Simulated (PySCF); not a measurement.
## Simulated absorption spectrum

Species: CH8AsGaS.
SMILES: `C[S][GaH2-][AsH3+]`

Method: PySCF 2.14.0, density-fitted response routines, TDDFT PBE0/def2-SVPD, vertical, gas phase, core orbitals frozen in the response. The structure is a single PBE0-D3(BJ)/def2-SVP conformer in the gas phase; no vibrational or solvent corrections. The PBE0/def2-SVPD calculation is non-relativistic and has no spin–orbit coupling, an omission that weighs most on arsenic and gallium. Torsions of this conformer, `[CH3:1][S:2][GaH2-:3][AsH3+:4]`: C1–S2–Ga3–As4 -85°.

Computed states:

```csv
state,E (eV),f
S1,5.00,0.012
S2,5.18,0.100
S3,5.32,0.0031
S4,5.62,0.0089
S5,5.82,0.022
S6,5.99,0.0064
```

Each state is given a Gaussian of 0.5 eV full width at half maximum, with ε(max) = 2.175×10⁸ f / Δν̃ (Δν̃ the width in cm⁻¹). The width is an assumption, not a result. The curve ends short of the highest state used, and states not computed would add to its high-energy end.

**Question.** What does the envelope look like, and where are its maxima?

**Answer.** 
(λ (nm), ε (L mol⁻¹ cm⁻¹)): (230.2, 4076), (231.9, 4624), (233.7, 5162), (235.4, 5584), (237.2, 5896), (238.9, 6038), (240.7, 6016), (242.5, 5822), (244.2, 5501), (246.0, 5047), (247.7, 4543), (249.5, 3969), (251.2, 3419), (253.0, 2858), (254.8, 2339), (256.5, 1901), (258.3, 1498), (260.0, 1177), (261.8, 897), (263.5, 684), (265.3, 506), (267.0, 376), (268.8, 270), (270.6, 192), (272.3, 138), (274.1, 95), (275.8, 67), (277.6, 45), (279.3, 31), (281.1, 21), (282.8, 14), (284.6, 9), (286.4, 6), (288.1, 4), (289.9, 3), (291.6, 2)

Maxima: 240 nm (5.18 eV), ε about 6100, made up of S2 (89%) (ε in L mol⁻¹ cm⁻¹; maxima over ε = 5, shares over 10%).

**Question.** On this curve, what absorbance would a 10⁻⁴ mol/L sample give at 280 nm over a 1 cm path?

**Answer.** 280 nm is 4.428 eV, where ε is about 27 L mol⁻¹ cm⁻¹, so A = ε c l ≈ 0.0027 (Beer–Lambert, with the gas-phase spectrum and the assumed width).

**Question.** What would ε be at 5.18 eV, the highest of these maxima, with half the width (0.25 eV)?

**Answer.** About 11200 L mol⁻¹ cm⁻¹ against 6050, a factor of about 1.9; a lone state at its own centre would give exactly 2.

**Question.** Coming from long wavelengths, where does ε first pass 100 L mol⁻¹ cm⁻¹?

**Answer.** At about 274 nm (4.53 eV), 0.47 eV below S1.
